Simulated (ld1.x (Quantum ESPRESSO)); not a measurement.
**Logarithmic derivatives: Hf (Z = 72), TM**

hafnium (Hf), norm-conserving Troullier–Martins (Kleinman–Bylander form), made with ld1.x (Quantum ESPRESSO) 7.5 (LDA (PZ), scalar-relativistic). Core [Xe] 4f14, reference 5d2 6s1 6p0 (charge +1). Waves: 6s (bound): rc 2.85 bohr; 6p (bound, empty): rc 3.80 bohr; 5d (bound): rc 2.55 bohr. Local part: all-electron potential smoothed inside 2.05 bohr (lloc = -1). Core correction: none.

The phase is arctan(r·u′/u) with u = r·R(r), unwrapped; energies in Ry, scanned from -3 to 5 Ry. A pole is an energy at which the radial function vanishes at the test radius. The pseudo phase is shifted by a multiple of π to meet the all-electron one at the reference energy, and phase errors are pseudo minus all-electron; the curves can meet again beyond the range given. Levels narrower than the energy grid can be missing from the lists of poles.

A narrow feature of the pseudo curve, probably an extra level, lies near -0.42 Ry in the p channel; the grid steps over it, so the window and error are not given (n/a).

```csv
channel,radius (bohr),reference energy (Ry),"poles, all-electron","poles, pseudo",unbroken range about the reference energy with phases within 0.05 rad,phase error 1 Ry above the reference energy (rad)
s,4.12,-0.83,"-0.46, 2.75","-0.46, 2.39",below 0.6,-0.006
p,4.12,-0.48,"0.26, 3.72","0.32, 3.60",n/a,n/a
d,4.12,-0.70,"-0.60, 1.65","-0.60, 1.66",below 3.2,+0.007
```

Note: ghost states, extra bound levels that the all-electron valence spectrum of the same l lacks: s at -42.1 eV, p at -5.4 eV. A true bound ghost makes a file unfit for plane-wave use.

Phases in the p channel:

```json
{"E (Ry)": "-3.00", "all-electron": "1.414", "pseudo": "1.410"}
{"E (Ry)": "-2.76", "all-electron": "1.402", "pseudo": "1.400"}
{"E (Ry)": "-2.52", "all-electron": "1.391", "pseudo": "1.389"}
{"E (Ry)": "-2.28", "all-electron": "1.377", "pseudo": "1.375"}
{"E (Ry)": "-2.04", "all-electron": "1.359", "pseudo": "1.357"}
{"E (Ry)": "-1.80", "all-electron": "1.336", "pseudo": "1.334"}
{"E (Ry)": "-1.56", "all-electron": "1.304", "pseudo": "1.300"}
{"E (Ry)": "-1.32", "all-electron": "1.254", "pseudo": "1.250"}
{"E (Ry)": "-1.08", "all-electron": "1.165", "pseudo": "1.159"}
{"E (Ry)": "-0.84", "all-electron": "0.963", "pseudo": "0.951"}
{"E (Ry)": "-0.60", "all-electron": "0.226", "pseudo": "0.212"}
{"E (Ry)": "-0.36", "all-electron": "-1.022", "pseudo": "-0.976"}
{"E (Ry)": "-0.12", "all-electron": "-1.386", "pseudo": "-1.367"}
{"E (Ry)": "0.12", "all-electron": "-1.521", "pseudo": "-1.505"}
{"E (Ry)": "0.36", "all-electron": "-1.599", "pseudo": "-1.583"}
{"E (Ry)": "0.60", "all-electron": "-1.659", "pseudo": "-1.641"}
{"E (Ry)": "0.84", "all-electron": "-1.719", "pseudo": "-1.695"}
{"E (Ry)": "1.08", "all-electron": "-1.794", "pseudo": "-1.760"}
{"E (Ry)": "1.32", "all-electron": "-1.919", "pseudo": "-1.859"}
{"E (Ry)": "1.56", "all-electron": "-2.216", "pseudo": "-2.066"}
{"E (Ry)": "1.80", "all-electron": "-3.206", "pseudo": "-2.762"}
{"E (Ry)": "2.04", "all-electron": "-4.142", "pseudo": "-3.992"}
{"E (Ry)": "2.28", "all-electron": "-4.417", "pseudo": "-4.383"}
{"E (Ry)": "2.52", "all-electron": "-4.531", "pseudo": "-4.522"}
{"E (Ry)": "2.76", "all-electron": "-4.594", "pseudo": "-4.594"}
{"E (Ry)": "3.00", "all-electron": "-4.636", "pseudo": "-4.640"}
{"E (Ry)": "3.24", "all-electron": "-4.667", "pseudo": "-4.673"}
{"E (Ry)": "3.48", "all-electron": "-4.691", "pseudo": "-4.700"}
{"E (Ry)": "3.72", "all-electron": "-4.712", "pseudo": "-4.724"}
{"E (Ry)": "3.96", "all-electron": "-4.732", "pseudo": "-4.748"}
{"E (Ry)": "4.20", "all-electron": "-4.751", "pseudo": "-4.773"}
{"E (Ry)": "4.44", "all-electron": "-4.772", "pseudo": "-4.803"}
{"E (Ry)": "4.68", "all-electron": "-4.795", "pseudo": "-4.842"}
{"E (Ry)": "4.92", "all-electron": "-4.824", "pseudo": "-4.903"}
```
